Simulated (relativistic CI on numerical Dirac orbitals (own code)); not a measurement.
# Slater and spin-orbit integrals, In16+

Calculated at this level of theory: Dirac-Coulomb-Breit CI, separate exchange-only KLI orbitals for each configuration, QED by a radiative potential, unscaled Slater integrals (own radial code, finite nucleus).

Slater integrals F^k, G^k are unscaled and averaged over j, outside the closed core [Ar] 3d10; ζ comes from projecting the Hamiltonian with its Breit term on Σ l·s of the shell.

- 4s²4p³: F^2(4p,4p) = 131060, ζ(4p) = 49197 cm⁻¹; <r>(4p) = 0.7937, <r^2>(4p) = 0.7102 (bohr units).
- 4s4p⁴: F^2(4p,4p) = 131030, G^1(4s,4p) = 172490, ζ(4p) = 49107 cm⁻¹; <r>(4s) = 0.7634, <r^2>(4s) = 0.6536, <r>(4p) = 0.7938, <r^2>(4p) = 0.7105 (bohr units).
- 4p⁵: ζ(4p) = 49025 cm⁻¹; <r>(4p) = 0.7946, <r^2>(4p) = 0.712 (bohr units).

Averages of the first 10 configurations, taken without configuration mixing, which lowers the lowest level and can move excited configurations by several eV; other configurations of the list can lie among them:

```json
{"Configuration": "4s²4p³", "Parity": "odd", "States": "20", "Average energy above the lowest level (eV)": "13.0"}
{"Configuration": "4s4p⁴", "Parity": "even", "States": "30", "Average energy above the lowest level (eV)": "63.9"}
{"Configuration": "4p⁵", "Parity": "odd", "States": "6", "Average energy above the lowest level (eV)": "120.6"}
{"Configuration": "4s²4p²4d", "Parity": "even", "States": "150", "Average energy above the lowest level (eV)": "87.7"}
{"Configuration": "4s4p³4d", "Parity": "odd", "States": "400", "Average energy above the lowest level (eV)": "136.1"}
{"Configuration": "4s²4p²4f", "Parity": "odd", "States": "210", "Average energy above the lowest level (eV)": "164.7"}
{"Configuration": "4s4p³4f", "Parity": "even", "States": "560", "Average energy above the lowest level (eV)": "213.3"}
{"Configuration": "4p⁴4d", "Parity": "even", "States": "150", "Average energy above the lowest level (eV)": "190.3"}
{"Configuration": "4s4p²4d²", "Parity": "even", "States": "1350", "Average energy above the lowest level (eV)": "209.9"}
{"Configuration": "4s²4p4d4f", "Parity": "even", "States": "840", "Average energy above the lowest level (eV)": "239.8"}
```
